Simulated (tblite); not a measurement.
A geometry optimisation, step by step.

Compound: C3H9BSi2.
SMILES with atom numbers: `[BH2:1][C@@H:2]1[CH:3]=[CH:4][SiH2:5][SiH2:6]1` (hydrogens: H7, H8 on B1; H9 on C2; H10 on C3; H11 on C4; H12, H13 on Si5; H14, H15 on Si6)

Computed with GFN2-xTB (tblite), gas phase: L-BFGS steps from a force-field or distance-geometry start until the largest atomic force falls under 0.01 eV/Å. 8 of its 105 geometries are shown.

Step 0: E = -424.9588 eV, largest atomic force 3.536 eV/Å
```
atom  x, y, z in Å  |  force x, y, z in eV/Å
B1      2.256   -0.636   -0.123   -0.414   0.156  -0.192
C2      0.718   -0.337   -0.415    2.684  -2.083  -0.979
C3      0.396    1.049   -0.556    1.638   2.743  -0.840
C4     -0.805    1.522   -0.366   -1.835   1.520   0.061
Si5    -2.074    0.278    0.157   -0.354  -0.289   0.777
Si6    -0.399   -1.076    0.897   -0.948  -0.638   0.288
H7      2.895    0.013    0.614   -0.166   0.042   0.054
H8      2.815   -1.465   -0.737   -0.076  -0.139   0.144
H9      0.509   -0.875   -1.376   -0.210   0.334   0.547
H10     1.202    1.788   -0.870   -0.692  -1.018   0.348
H11    -1.083    2.580   -0.475    0.434  -0.461  -0.124
H12    -2.909    0.719    1.268   -0.298   0.214  -0.128
H13    -2.802   -0.320   -0.933   -0.445   0.028  -0.376
H14    -0.701   -2.480    0.632    0.348  -0.210   0.183
H15    -0.022   -0.752    2.259    0.333  -0.200   0.238
```

Step 15: E = -425.4644 eV, largest atomic force 0.181 eV/Å
```
atom  x, y, z in Å  |  force x, y, z in eV/Å
B1      2.262   -0.650   -0.112   -0.016   0.072  -0.087
C2      0.790   -0.331   -0.465   -0.018  -0.098   0.107
C3      0.396    1.113   -0.566   -0.053   0.004  -0.037
C4     -0.849    1.550   -0.374    0.050  -0.013  -0.048
Si5    -2.118    0.282    0.210    0.037   0.078   0.008
Si6    -0.408   -1.131    0.871    0.156  -0.078  -0.048
H7      2.867    0.049    0.612   -0.051  -0.016   0.000
H8      2.809   -1.565   -0.604   -0.077  -0.048   0.129
H9      0.478   -0.823   -1.396    0.041   0.043   0.053
H10     1.188    1.796   -0.859   -0.043   0.000  -0.006
H11    -1.076    2.593   -0.547   -0.030  -0.015   0.044
H12    -3.058    0.838    1.188    0.035   0.031   0.056
H13    -2.946   -0.187   -0.910   -0.033  -0.038  -0.046
H14    -0.476   -2.592    0.704    0.014   0.073  -0.061
H15     0.134   -0.933    2.227   -0.011   0.007  -0.063
```

Step 30: E = -425.5080 eV, largest atomic force 0.087 eV/Å
```
atom  x, y, z in Å  |  force x, y, z in eV/Å
B1      2.224   -0.648   -0.045   -0.006   0.040  -0.033
C2      0.802   -0.297   -0.510   -0.063  -0.018   0.020
C3      0.382    1.134   -0.623   -0.030   0.070   0.020
C4     -0.862    1.554   -0.396   -0.024  -0.015  -0.016
Si5    -2.100    0.280    0.228   -0.008   0.019   0.014
Si6    -0.371   -1.152    0.801   -0.012  -0.011   0.007
H7      2.850    0.106    0.593    0.020   0.054   0.049
H8      2.676   -1.700   -0.290   -0.002  -0.034  -0.007
H9      0.514   -0.808   -1.435    0.070   0.006  -0.048
H10     1.147    1.841   -0.923    0.065  -0.031  -0.049
H11    -1.117    2.597   -0.535    0.036  -0.027  -0.026
H12    -2.949    0.878    1.267    0.004  -0.062  -0.003
H13    -2.987   -0.196   -0.850   -0.003   0.026   0.056
H14    -0.394   -2.599    0.543   -0.031   0.029   0.013
H15     0.180   -0.981    2.154   -0.016  -0.047   0.005
```

Step 45: E = -425.5308 eV, largest atomic force 0.121 eV/Å
```
atom  x, y, z in Å  |  force x, y, z in eV/Å
B1      2.221   -0.583    0.054    0.067  -0.050  -0.027
C2      0.820   -0.291   -0.510    0.034  -0.021  -0.016
C3      0.373    1.125   -0.696   -0.022  -0.092  -0.076
C4     -0.859    1.554   -0.428   -0.006   0.021  -0.005
Si5    -2.085    0.315    0.285    0.012  -0.043  -0.016
Si6    -0.385   -1.188    0.735   -0.060   0.026   0.036
H7      2.827    0.212    0.666   -0.041  -0.010   0.021
H8      2.659   -1.658   -0.114    0.086   0.044   0.047
H9      0.657   -0.842   -1.442   -0.033   0.104  -0.043
H10     1.110    1.809   -1.111   -0.002  -0.090   0.037
H11    -1.108    2.584   -0.636   -0.069   0.041   0.025
H12    -2.852    0.827    1.427    0.030   0.054  -0.014
H13    -3.070   -0.082   -0.738    0.019   0.011   0.052
H14    -0.494   -2.612    0.394    0.012   0.014  -0.040
H15     0.182   -1.162    2.092   -0.028  -0.009   0.021
```

Step 59: E = -425.5722 eV, largest atomic force 0.189 eV/Å
```
atom  x, y, z in Å  |  force x, y, z in eV/Å
B1      2.209   -0.458    0.229   -0.138   0.123   0.041
C2      0.866   -0.343   -0.526   -0.031   0.029  -0.103
C3      0.358    1.031   -0.838   -0.060  -0.035  -0.041
C4     -0.841    1.494   -0.489    0.012   0.053  -0.082
Si5    -2.037    0.366    0.424    0.073   0.075   0.016
Si6    -0.428   -1.277    0.593   -0.029  -0.056   0.001
H7      2.588    0.446    0.872    0.043  -0.012   0.053
H8      2.816   -1.456    0.209    0.027  -0.037  -0.042
H9      0.883   -0.897   -1.471    0.040  -0.057   0.024
H10     1.034    1.643   -1.435   -0.038  -0.037   0.118
H11    -1.131    2.491   -0.790    0.032   0.073  -0.003
H12    -2.537    0.968    1.670    0.039  -0.012  -0.016
H13    -3.223    0.132   -0.411   -0.005  -0.053   0.012
H14    -0.648   -2.601   -0.003    0.004  -0.040   0.004
H15     0.087   -1.531    1.944    0.032  -0.013   0.018
```

Step 74: E = -425.6019 eV, largest atomic force 0.082 eV/Å
```
atom  x, y, z in Å  |  force x, y, z in eV/Å
B1      2.088   -0.318    0.404    0.011   0.001   0.010
C2      0.875   -0.375   -0.556    0.043   0.004  -0.005
C3      0.332    0.945   -0.987   -0.001  -0.003   0.000
C4     -0.829    1.465   -0.590   -0.023   0.008   0.009
Si5    -1.937    0.429    0.519    0.023  -0.017   0.036
Si6    -0.476   -1.357    0.456    0.037   0.010   0.020
H7      2.281    0.622    1.081   -0.057  -0.057  -0.014
H8      2.812   -1.237    0.469   -0.006   0.015   0.011
H9      1.107   -0.971   -1.442   -0.007  -0.009  -0.031
H10     0.982    1.495   -1.662   -0.033   0.011   0.026
H11    -1.107    2.457   -0.921   -0.009  -0.012  -0.038
H12    -2.125    1.062    1.834   -0.021  -0.012  -0.024
H13    -3.280    0.224   -0.051    0.061   0.038   0.006
H14    -0.774   -2.576   -0.312   -0.018   0.004  -0.011
H15     0.047   -1.856    1.736    0.001   0.018   0.005
```

Step 89: E = -425.6097 eV, largest atomic force 0.027 eV/Å
```
atom  x, y, z in Å  |  force x, y, z in eV/Å
B1      2.030   -0.282    0.466   -0.005  -0.004  -0.003
C2      0.895   -0.384   -0.579    0.005  -0.023  -0.004
C3      0.324    0.910   -1.044    0.020   0.005   0.017
C4     -0.824    1.442   -0.625    0.001   0.010   0.000
Si5    -1.873    0.446    0.573   -0.007   0.008   0.007
Si6    -0.463   -1.374    0.421   -0.003   0.009   0.000
H7      2.079    0.637    1.191   -0.002  -0.004   0.014
H8      2.816   -1.144    0.563   -0.005   0.002  -0.004
H9      1.183   -0.983   -1.446    0.001   0.000  -0.002
H10     0.946    1.440   -1.761   -0.016   0.000  -0.021
H11    -1.125    2.411   -0.996    0.001   0.012   0.003
H12    -1.974    1.084    1.894    0.000  -0.002  -0.011
H13    -3.247    0.298    0.073   -0.003  -0.007   0.005
H14    -0.834   -2.530   -0.410    0.007  -0.016  -0.016
H15     0.064   -1.963    1.658    0.007   0.009   0.016
```

Step 104: E = -425.6107 eV, largest atomic force 0.007 eV/Å
```
atom  x, y, z in Å  |  force x, y, z in eV/Å
B1      2.027   -0.297    0.458    0.005  -0.003   0.003
C2      0.893   -0.380   -0.587   -0.003  -0.001   0.000
C3      0.325    0.919   -1.042    0.002   0.003  -0.001
C4     -0.821    1.452   -0.617   -0.005   0.001  -0.002
Si5    -1.877    0.446    0.566    0.002   0.002   0.001
Si6    -0.456   -1.367    0.428    0.001  -0.006  -0.003
H7      2.075    0.603    1.206   -0.004   0.000  -0.003
H8      2.812   -1.162    0.538    0.004  -0.003  -0.001
H9      1.171   -0.976   -1.460    0.004  -0.001   0.003
H10     0.942    1.449   -1.762    0.002   0.001   0.000
H11    -1.118    2.425   -0.981   -0.005   0.002   0.002
H12    -2.003    1.084    1.884    0.003  -0.003  -0.002
H13    -3.244    0.279    0.051   -0.004   0.002  -0.001
H14    -0.801   -2.545   -0.383    0.000   0.001   0.003
H15     0.073   -1.922    1.681   -0.001   0.003   0.001
```

Task: Summarise the path.

Result: The energy falls by 62.90 kJ/mol from step 0 to step 104; nine tenths of that is first reached at step 51. It falls at every step. The largest force goes from 3.536 to 0.007 eV/Å. Among the bonds C2–Si6 changes most, from 1.875 to 1.956 Å; the atoms move by 0.888 Å rms after alignment.

What follows is the cost of the whole relaxation. On an Arm Neoverse V1 with one thread, shared host with 32 logical CPUs at a one-minute load of 31, this took 0.81 s wall.
